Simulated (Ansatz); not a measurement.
Frontier orbitals of `CC(C)(C)[NH][Sn]([Cl])([Cl])[Cl]`.

```xyz
19

C    -0.509    0.180   -1.399
C     0.215    0.537   -0.110
C     1.680    0.117   -0.195
C     0.119    2.040    0.136
N    -0.475   -0.118    1.011
Sn   -1.117   -2.001    0.951
Cl    0.210   -3.550   -0.147
Cl   -3.184   -2.157   -0.045
Cl   -1.322   -2.665    3.149
H    -0.070    0.714   -2.243
H    -0.424   -0.890   -1.625
H    -1.568    0.440   -1.337
H     2.191    0.637   -1.009
H     2.203    0.355    0.736
H     1.769   -0.958   -0.370
H     0.613    2.593   -0.666
H    -0.925    2.353    0.189
H     0.605    2.311    1.078
H    -0.010    0.063    1.895
```

The species carries charge 0 and has multiplicity 1. Correlated methods include outer-core shells of Sn, which these sets cover unevenly. Sn: def2 effective core potential. The structure was optimised at the PBE0-D4/def2-TZVP level. It is one conformer, not always the lowest. Basis def2-TZVPP, Ansatz 0.2.0.

```csv
functional,HOMO (eV),LUMO (eV),gap (eV)
PBE,-6.24,-3.12,3.12
BLYP,-6.12,-3.05,3.07
B97M-V,-6.66,-2.85,3.81
PBE0,-7.60,-2.21,5.39
r2SCANh,-7.05,-2.61,4.44
ωB97X-V,-10.01,-0.08,9.93
ωB97M-V,-9.91,-0.18,9.73
```

Against PBE, PBE0 changes HOMO and LUMO by −1.36 and +0.91 eV, ωB97M-V by −3.66 and +2.94 eV. A gap of 3.12 eV thus becomes 9.73 eV for the same molecule, so an orbital gap means little without its functional.
